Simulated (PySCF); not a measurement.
# RuCl₂ + HF → RuFCl + HCl

Level: PBE0 in the def2-TZVP basis family, computed in PySCF with density fitting; scalar-relativistic core potentials for atoms from Rb on, none lighter, no spin–orbit coupling; open shells unrestricted.

```tsv
species	state and structure	ZPE (kJ/mol)	H(298 K) − H(0) (kJ/mol)	S° (J/(mol K))
RuCl₂	quintet, D∞h, Ru–Cl 2.230 Å (×2)	5.5	14.6	302.7
HF	singlet, C∞v, H–F 0.920 Å	24.9	8.7	173.6
RuFCl	quintet, C∞v, Ru–Cl 2.224 Å, Ru–F 1.875 Å; Cl–Ru–F 180.0°	7.3	13.8	294.8
HCl	singlet, C∞v, H–Cl 1.279 Å	17.9	8.7	186.6
```

Is the gas-phase reaction uphill or downhill in electronic energy at this level, and by how much?

At PBE0/def2-TZVP, ΔE = 54.2 kJ/mol, uphill. Ligand exchange with HF takes part in thermal etching.

Add zero-point, thermal and entropy terms for 298.15 K and 1 bar.

ΔZPE = -5.2 and Δ[H(298) − H(0)] = -0.8 kJ/mol give ΔH° = 48.2 kJ/mol. ΔS° = 5.1 J/(mol K), so ΔG° = 48.2 − 298.15 × (0.0051) = 47 kJ/mol and log₁₀K = -8.2.

Open d or f shells are single determinants, so the state found may not be the ground state. The structures come from searches over a few start shapes, so lower isomers are not excluded.
